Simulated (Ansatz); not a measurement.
`C[O][GeH]([F])[Cl]` → `C[O][Ge][F]` + HCl  (germylene formation by 1,1-elimination)

Isolated molecules relaxed with PBE0-D4/def2-TZVP in Ansatz; ΔE leaves out vibrations. CCSD(T)/CBS adds triple-zeta CCSD(T) − MP2 to the extrapolated MP2 energy (def2 sets, frozen cores). This one scheme is used for every species. DFT in def2-TZVPP. HSE06 is defined as in plane-wave codes. For Ge outer-core shells are correlated without core-valence functions, which leaves a few kJ/mol of doubt a bond. Scalar relativity is left out up to krypton. Each species was taken in one conformer, which may not be the lowest.

```
   level  ΔE (eV)
HSE06-D4     1.12
    PBE0     1.06
```

**Question.** What does CCSD(T)/CBS give? (Best estimate.)

**Answer.** Ansatz gave: +1.03 eV. The listed levels differ from it by 0.09, 0.03 eV.

Largest T1 diagnostic among the species: 0.015.

From BLYP to BHLYP (50 % exact exchange), in def2-TZVPP and without D4, ΔE moves by +0.54 eV. The D4 term adds +0.11 eV with B3LYP and +0.06 eV with PBE0; it sums over pairs of atoms, weighted by their polarisabilities, and B3LYP, whose exchange is more repulsive, gets the larger term.

B3LYP here is the variant with VWN-RPA as its local correlation; programs differ in this.
